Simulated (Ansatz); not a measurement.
The inner images of a band of AlClH₅NO (9 atoms, charge 0, multiplicity 1) are given out of order.

Method: RKS r2SCAN/def2-SVP (Ansatz).

Image 0:

```xyz
9
Properties=species:S:1:pos:R:3
Al -0.122 -0.034 0.249
H -0.259 -0.961 1.533
O 1.418 0.207 -0.503
H 1.871 -0.442 -1.046
Cl -1.839 0.004 -1.055
N -0.188 1.876 0.924
H -0.978 2.377 0.510
H 0.677 2.307 0.582
H -0.229 1.995 1.938
```

Image 8:

```xyz
9
Properties=species:S:1:pos:R:3
Al -0.038 0.688 -0.211
H -0.184 -0.540 1.889
O 1.505 0.022 -0.457
H 1.691 -0.814 -0.890
Cl -1.772 -0.310 -0.883
N -0.177 2.324 0.433
H -1.045 2.842 0.519
H 0.610 2.915 0.676
H -0.240 0.203 2.058
```

Problem. Put them in order from the first end to the last, with their energies above the first end.
A.
```xyz
9
Properties=species:S:1:pos:R:3
Al -0.065 0.214 0.028
H -0.252 -0.219 1.637
O 1.524 0.042 -0.579
H 1.813 -0.726 -1.078
Cl -1.792 -0.299 -1.093
N -0.201 1.983 0.859
H -1.037 2.569 0.785
H 0.626 2.581 0.934
H -0.266 1.184 1.640
```
B.
```xyz
9
Properties=species:S:1:pos:R:3
Al -0.079 0.048 0.138
H -0.238 -0.596 1.588
O 1.476 0.101 -0.608
H 1.838 -0.646 -1.093
Cl -1.794 -0.181 -1.130
N -0.197 1.934 0.893
H -1.015 2.505 0.665
H 0.642 2.514 0.807
H -0.283 1.651 1.873
```
C.
```xyz
9
Properties=species:S:1:pos:R:3
Al -0.070 0.106 0.083
H -0.246 -0.400 1.602
O 1.505 0.066 -0.607
H 1.833 -0.700 -1.085
Cl -1.791 -0.256 -1.129
N -0.201 1.965 0.866
H -1.032 2.548 0.750
H 0.631 2.559 0.901
H -0.279 1.441 1.752
```
D.
```xyz
9
Properties=species:S:1:pos:R:3
Al -0.094 0.004 0.198
H -0.240 -0.784 1.571
O 1.449 0.147 -0.567
H 1.842 -0.558 -1.089
Cl -1.810 -0.085 -1.098
N -0.192 1.903 0.915
H -0.992 2.440 0.571
H 0.662 2.425 0.700
H -0.274 1.838 1.932
```
E.
```xyz
9
Properties=species:S:1:pos:R:3
Al -0.054 0.508 -0.117
H -0.253 -0.172 1.806
O 1.514 -0.017 -0.499
H 1.777 -0.767 -1.036
Cl -1.775 -0.366 -0.977
N -0.187 2.131 0.633
H -1.038 2.677 0.705
H 0.628 2.700 0.840
H -0.261 0.636 1.778
```
F.
```xyz
9
Properties=species:S:1:pos:R:3
Al -0.064 0.347 -0.025
H -0.257 -0.105 1.706
O 1.522 0.009 -0.544
H 1.798 -0.753 -1.059
Cl -1.789 -0.332 -1.044
N -0.194 2.030 0.791
H -1.031 2.610 0.746
H 0.630 2.623 0.892
H -0.263 0.900 1.671
```
G.
```xyz
9
Properties=species:S:1:pos:R:3
Al -0.039 0.617 -0.192
H -0.243 -0.348 1.890
O 1.513 -0.012 -0.469
H 1.736 -0.781 -0.997
Cl -1.761 -0.365 -0.918
N -0.177 2.243 0.489
H -1.043 2.748 0.642
H 0.619 2.806 0.769
H -0.254 0.422 1.919
```

Solution. D (+0.8 kcal/mol), B (+3.4 kcal/mol), C (+8.9 kcal/mol), A (+20.2 kcal/mol), F (+31.5 kcal/mol), E (+24.2 kcal/mol), G (+19.4 kcal/mol).

Time of the run: 2.1 min on 2 threads of Intel(R) Xeon(R) 6975P-C (Granite Rapids) (shared host), peak memory 0.17 GiB.
